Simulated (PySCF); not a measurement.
# Vertical excitation energies

Species: (F2Al-mu-OH)2.
Cartesian coordinates in Å at the PBE0-D3(BJ)/def2-SVP level; atoms count from 1:
```
atom  x, y, z in Å
Al1    1.3606   -0.3080    0.2024
F2     2.5139    0.0351   -0.9366
F3     1.8642   -1.0297    1.6065
O4     0.1795    1.0650    0.4812
Al5   -1.3379    0.2909   -0.1970
F6    -2.4605   -0.0780    0.9646
F7    -1.8769    1.0204   -1.5833
O8    -0.1503   -1.0711   -0.5009
H9     0.3214    1.9451    0.8378
H10   -0.2894   -1.9464   -0.8702
```

Computed with TDDFT CAM-B3LYP/def2-SVPD, vertical, gas phase, core orbitals frozen in the response (PySCF 2.14.0, density-fitted response routines).

```tsv
state	E (eV)	ν̃ (cm⁻¹)	f	main configurations (H = HOMO, L = LUMO)
S1	8.73	70410	0.0000	H→L (79%)
S2	8.90	71820	0.0057	H-1→L (74%), H→L+1 (8%)
S3	9.29	74920	0.0000	H-2→L (78%), H-1→L+2 (12%)
S4	9.47	76360	0.0000	H-3→L (84%)
S5	9.50	76650	0.0000	H-4→L (76%), H→L+2 (10%)
S6	9.67	77980	0.138	H→L+1 (31%), H-9→L (28%), H-1→L (9%)
S7	9.67	78000	0.0048	H-8→L (57%), H-4→L+2 (10%)
S8	9.75	78650	0.225	H-5→L (83%), H-7→L+2 (9%)
S9	9.91	79940	0.0000	H-7→L (75%), H-5→L+2 (12%)
S10	9.95	80270	0.198	H-6→L (78%), H-3→L+2 (13%)
S11	10.28	82940	0.059	H-9→L (49%), H→L+1 (35%)
S12	10.32	83230	0.0000	H-1→L+1 (76%), H-8→L (9%)
S13	10.52	84840	0.0003	H-2→L+1 (78%), H-1→L+4 (12%)
S14	10.55	85130	0.0000	H-10→L (59%), H-1→L+2 (13%), H-9→L+2 (10%)
S15	10.59	85390	0.076	H-11→L (53%), H-3→L+1 (26%)
```

Triplets (Tamm–Dancoff): T1 8.37 eV, H→L (69%), H-8→L (9%); T2 8.59 eV, H-1→L (57%), H→L+1 (16%); T3 9.07 eV, H-2→L (71%), H-1→L+2 (14%); T4 9.23 eV, H-3→L (78%).

The lowest singlet comes at 142 nm (842 kJ/mol) in the vacuum ultraviolet; it is dark (f under 0.0005); its leading configuration is HOMO→LUMO (79%). The most intense listed level is S8 at 9.75 eV (127 nm, f = 0.225), 1.02 eV above S1. S6/S7 lie within about 0.01 eV of each other. Löwdin shares by element: HOMO (one of a set within 0.03 eV) oxygen 52%, fluorine 23% or more (atoms not listed hold the other 25%); LUMO aluminium 64%, oxygen 16% (atoms not listed hold the other 20%). Of the 15 states listed, 5 reach f = 0.01 and 8 stay under 0.0005. The listed states span 1.86 eV, and the widest gap between neighbours is 0.38 eV (S2 to S3). Weighted by f, the mean energy of these states is 9.92 eV. All these states lie below the vertical ionisation energy of 13.68 eV (ΔSCF). The window holds the lowest 15 singlets.

One conformer stands for the species.
